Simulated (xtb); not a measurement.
Sn(Cl)(OH)(NH2)2 (ClH5N2OSn), SMILES [OH][Sn]([NH2])([Cl])[NH2]. All values are semi-empirical tight-binding results from xtb (GFN2-xTB unless named), good for trends rather than for accurate numbers. Coordinates come from a GFN2-xTB optimisation. Other conformers were not sampled.

For metal compounds this method's bond lengths and energies can be far off.

```yaml
orbital_gap: 3.63 eV
zero_point_energy: 38.3 kcal/mol
G − E(el) at 298.15 K (modified RRHO): 15.8 kcal/mol
```
